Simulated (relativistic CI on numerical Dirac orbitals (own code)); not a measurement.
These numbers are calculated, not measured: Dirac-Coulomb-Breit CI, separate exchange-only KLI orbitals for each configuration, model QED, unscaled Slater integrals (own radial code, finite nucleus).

The strongest absorption lines from the ground level of an ion, among the configurations computed and to levels below about 281 eV (vacuum wavelength in Å, gf): 82.444 (0.19), 84.956 (1.9), 86.079 (0.87), 87.016 (1.1), 87.934 (0.38), 89.203 (0.17), 89.372 (0.39), 92.547 (0.17).

(1) Which ion is it?
A. Zr XXIII
B. Zr XXV
C. Ru XXIX
D. Zr XXVII

Answers

(1) B. Zr XXV has 16 electrons and the ground level 3s²3p⁴ ³P2; the strongest line goes to 3s²3p³3d ³D°3. The pattern of lines fixes the number of electrons, and along that sequence the line energies rise steadily with the charge (about as its square where n changes within one kind of shell, about linearly where n is kept but much faster in heavy ions where fine structure, which grows about as Z⁴, sets the gap, and irregularly where shells cross), which fixes Z. Configurations outside the model, such as inner-shell arrays, can give stronger lines. At this charge energies of transitions that change n are usually good to better than 1 %, and those within a shell (Δn = 0) to a few per cent.

LS names give the leading component of a level, which can be under half, so a name can repeat, a term be missing and a line seem to break the LS rules.
